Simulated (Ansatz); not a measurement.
Molecule: sum formula H$_{3}$Si$_{2}$OCl$_{2}$, net charge -1, singlet state. It need not be the lowest isomer of its formula. Whether it binds its extra electron was not tested at this geometry. 
Geometry from a B3LYP-D3(BJ)/def2-TZVP (Ansatz, a program for electronic structure) optimisation:
```xyz
8

Si     2.7489    -0.1015    -0.2341
O      1.1042     0.4442     0.3314
Si    -0.2849     0.0915    -0.3273
Cl    -1.1072    -1.6946     0.3860
Cl    -1.7135     1.5507     0.1677
H      2.2918    -1.4807    -0.7676
H      2.6542     0.5282    -1.6445
H     -0.3241    -0.0155    -1.7925
```
Charge -1, spin multiplicity 1.

Total electronic energies in hartree. Cores are frozen in the correlated levels unless marked. Spin-orbit coupling is left out. No relativistic terms. Basis-set limits of correlation are two-point, X^-3; Hartree-Fock from the larger set.

| level | program | energy (Eh) |
|---|---|---|
| RI-HF/aug-cc-pV(T+d)Z | Ansatz | -1573.77675 |
| RI-HF/aug-cc-pV(Q+d)Z | Ansatz | -1573.79481 |
| PBE/def2-TZVPD | Ansatz | -1575.94746 |
| PBE-D3(BJ)/def2-TZVPD | Ansatz + dftd3 | -1575.95684 |
| BLYP/def2-TZVPD | Ansatz | -1576.67906 |
| revPBE-D3(BJ)/def2-TZVPD | Ansatz + dftd3 | -1576.40425 |
| r2SCANh/def2-TZVPD | Ansatz | -1576.54606 |
| wB97M-V/def2-TZVPD | Ansatz | -1576.60364 |
| B2GP-PLYP-D3(BJ)/def2-TZVPD | Ansatz + dftd3 | -1575.97712 |
| B2PLYP/def2-TZVPD | Ansatz | -1576.15586 |
| PBE-QIDH/def2-TZVPD | Ansatz | -1575.72757 |
| MP2/cc-pV(Q+d)Z | Ansatz | -1574.73482 |
| RI-MP2/aug-cc-pV(Q+d)Z | Ansatz | -1574.74653 |
| RI-MP2/cc-pV(T+d)Z | Ansatz | -1574.63285 |
| RI-MP2/CBS(aug-cc-pV(T+d)Z,aug-cc-pV(Q+d)Z) | Ansatz | -1574.7956 |
| SCS-MP2/STO-3G | Ansatz | -1556.08556 |
| SCS-MP2/cc-pV(5+d)Z | Ansatz | -1574.77621 |
| CCSD/6-31G | Ansatz | -1573.74196 |
| CCSD/6-31G* | Ansatz | -1574.23036 |
| CCSD/cc-pV(D+d)Z | Ansatz | -1574.38978 |
| CCSD/aug-cc-pV(T+d)Z | Ansatz | -1574.71645 |
| CCSD/cc-pV(5+d)Z | Ansatz | -1574.81280 |
| CCSD(T)/CBS(aug-cc-pV(T+d)Z,aug-cc-pV(Q+d)Z) | Ansatz | -1574.8867 |

Totals of different functionals don't rank their quality; only differences between species are comparable.
